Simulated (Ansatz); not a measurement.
One change: `C=CS[SiH2]C` becomes `C=CS[SiH3]`.

Ansatz, PBE0-D4/def2-TZVP geometries, multiplicity 1. Each molecule was computed in one conformer, which needn't be the lowest.

```
                                        property  `C=CS[SiH2]C`
              HOMO energy (PBE0/def2-TZVPP) / eV          -6.57
size of the dipole moment (B3LYP/def2-TZVPP) / D           1.04
               LUMO energy (PBE/def2-TZVPP) / eV          -1.17
         HOMO–LUMO gap (ωB97M-V/def2-TZVPP) / eV          10.42
            HOMO–LUMO gap (PBE0/def2-TZVPP) / eV           6.35
               HOMO energy (PBE/def2-TZVPP) / eV          -5.49
```

(1) What does the change do to each property? (An estimate is asked.)

Results:

(1) The calculation gave: 
| property | `C=CS[SiH3]` | shift |
| --- | --- | --- |
| HOMO energy (PBE0/def2-TZVPP) / eV | -6.76 | -0.19 |
| size of the dipole moment (B3LYP/def2-TZVPP) / D | 1.00 | -0.04 |
| LUMO energy (PBE/def2-TZVPP) / eV | -1.36 | -0.19 |
| HOMO–LUMO gap (ωB97M-V/def2-TZVPP) / eV | 10.49 | 0.07 |
| HOMO–LUMO gap (PBE0/def2-TZVPP) / eV | 6.36 | 0.01 |
| HOMO energy (PBE/def2-TZVPP) / eV | -5.69 | -0.20 |

The zero-point energy changes by -76.3 kJ/mol with -9 modes. Dipoles are sizes alone; their direction can turn.

B3LYP here is the variant with VWN-RPA as its local correlation; programs differ in this.
